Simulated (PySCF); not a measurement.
Constitutional and geometric isomers with formula C4H4. Gas-phase values, no solvent. Strings in code marks are SMILES.

The numbers are results of PBE-D3(BJ)/def2-TZVP // B3LYP-D3(BJ)/def2-TZVP (PySCF), not measurements. 

| species | LUMO (eV) | dipole moment (D) |
|---|---|---|
| `C(C=C)#C` | [?] | 0.39 |
| `C(=C)=C=C` | -2.49 | 0.00 |
| `C1=CC=C1` | -2.61 | 0.00 |
| `C=C1C=C1` | [?] | 2.05 |

Task: Complete the blanks.

Result: 
- `C(C=C)#C`, LUMO (eV): -1.94
- `C=C1C=C1`, LUMO (eV): -1.66
